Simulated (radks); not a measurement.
The silver ion Ag2+ inside a hard spherical wall (all orbitals vanish at R), configuration held at [Kr] 4d9 and not refilled when levels cross. Calculated with a radial shooting solver on a logarithmic mesh with Libxc functionals: scalar-relativistic Kohn-Sham, r2SCAN, spin-polarised, spherical densities, finite nucleus; open shells are filled with parallel spins first (spin-orbit coupling, left out, can overturn this in heavy ions); meta-GGA in the generalised Kohn-Sham scheme; Fermi nuclear charge, rms radius 4.5454 fm. Eigenvalues in eV for spin up, with the zero of energy where the potential of the charges vanishes at infinity; a dash marks a level that is unbound or too diffuse for the functional's potential to be trusted. A positive occupied level is held by the wall or, in an anion where self-interaction has pushed it up, behind a barrier. The pressure on the wall is -dE/dV.

| R (bohr) | E (hartree) | kinetic (hartree) | e(3d) | e(4s) | e(4p) | e(4d) | e(5s, empty) | e(5p, empty) | pressure (GPa) |
|---|---|---|---|---|---|---|---|---|---|
| free | -5315.57858 | 5522.421 | -384.59 | -120.73 | -83.259 | -29.583 | -20.233 | -13.556 | 0 |
| 15 | -5315.57858 | 5522.421 | -384.59 | -120.73 | -83.259 | -29.583 | -20.233 | -13.556 | < 0.0001 |
| 12 | -5315.57858 | 5522.421 | -384.59 | -120.73 | -83.259 | -29.583 | -20.233 | -13.556 | < 0.0001 |
| 10 | -5315.57858 | 5522.421 | -384.59 | -120.73 | -83.259 | -29.583 | -20.233 | -13.554 | < 0.0001 |
| 8 | -5315.57858 | 5522.421 | -384.59 | -120.73 | -83.259 | -29.582 | -20.231 | -13.532 | 0.000108 |
| 2.5 | -5314.37482 | 5529.176 | -370.10 | -109.71 | -72.616 | -17.743 | 15.524 | 34.529 | 1200 |
| 1.5 | -5291.51113 | 5621.445 | -278.66 | -40.561 | 2.241 | 71.533 | 269.41 | 307.45 | 84900 |
